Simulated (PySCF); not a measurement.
**C4H2FN2: g tensor and hyperfine couplings**

Species: C4H2FN2 (doublet state).
Geometry (GFN2-xTB, Å), atoms numbered from 1 in this order:
```
atom  x, y, z in Å
N1     3.8977    0.2766    0.6628
C2     2.7785    0.1614    0.3616
C3     1.4981    0.2487   -0.0188
N4     0.4378   -0.2852   -0.2394
C5    -0.8392   -0.2318   -0.5895
C6    -1.8420    0.0705    0.2569
F7    -3.1134   -0.0489   -0.1482
H8    -1.0619   -0.5916   -1.5865
H9    -1.7422    0.4061    1.2759
```

The hyperfine couplings belong to this conformer and change with its torsions.

As a line formula: `C(=C\F)/N=[C]/C#N` [radical].

Method: PySCF 2.14.0, UKS B3LYP, pcH-1 on C F H N, non-relativistic, mean-field spin-orbit, GIAO. The structure is a single GFN2-xTB conformer in the gas phase; no vibrational or solvent corrections. Couplings are sensitive to structure, and on GFN2-xTB geometries they can be far from those on DFT ones. The frame is twisted about the N4–C5 bond at this geometry (dihedral C3–N4–C5–C6 = -83°); couplings at other torsion angles weren't computed. The SCF solution wasn't tested for stability.

```json
{
  "g1, g2, g3": "1.99232, 2.00227, 2.00437",
  "g_iso": "1.99966",
  "Form of g": "rhombic: the two nearest values differ by 17 % of g3 − g1",
  "⟨S²⟩": "0.7676 (exact 0.7500)",
  "α and β electrons": "25, 24",
  "HOMO–LUMO gap, α and β orbitals": "2.55, 4.44 eV",
  "Basis functions": "195"
}
```

Isotropic coupling and dipolar principal values T1 to T3, in mT; ρ(0) is the spin density at the nucleus (MHz turned into mT with g_iso):

```tsv
atom	isotope	a_iso	T1	T2	T3	Mulliken spin population	ρ(0) (bohr⁻³)
N1	14N	0.25	-0.47	-0.41	0.87	0.26	0.0217
C2	13C	0.98	-0.49	-0.14	0.63	-0.08	0.0245
C3	13C	3.02	-1.36	-1.30	2.67	0.43	0.0752
N4	14N	0.45	-0.53	-0.47	0.99	0.20	0.0393
C5	13C	-0.03	-0.79	0.25	0.54	-0.13	-0.0006
C6	13C	1.14	-0.93	-0.92	1.86	0.30	0.0284
F7	19F	1.88	-3.32	-2.78	6.11	0.02	0.0125
H8	1H	0.17	-0.14	-0.05	0.19	0.00	0.0011
H9	1H	-0.78	-0.35	-0.05	0.40	-0.01	-0.0049
```

The Mulliken spin populations are largest on C3 (+0.43), C6 (+0.30), N1 (+0.26) and N4 (+0.20). Four atoms exceed +0.15. The positive populations add up to 1.23 and the negative ones to -0.23, together 2S = 1.

C3, the radical centre as drawn in `N#C/[C]=N/C=C/F`, holds a spin population of +0.43 out of 1.

Axes: g1 points within 4° of the N1–C2 bond.

Under fast tumbling the dipolar parts average out, and these isotropic splittings remain: 1 × 19F (F7, I = 1/2, 2 lines) with 1.88 mT, 1 × 1H (H9, I = 1/2, 2 lines) with 0.78 mT, 1 × 14N (N4, I = 1, 3 lines) with 0.45 mT, 1 × 14N (N1, I = 1, 3 lines) with 0.25 mT and 1 × 1H (H8, I = 1/2, 2 lines) with 0.17 mT.

The 13C coupling of C3 (84.6 MHz) shows only in satellite lines or after enrichment, since that isotope makes up about 1.07 % of natural carbon.
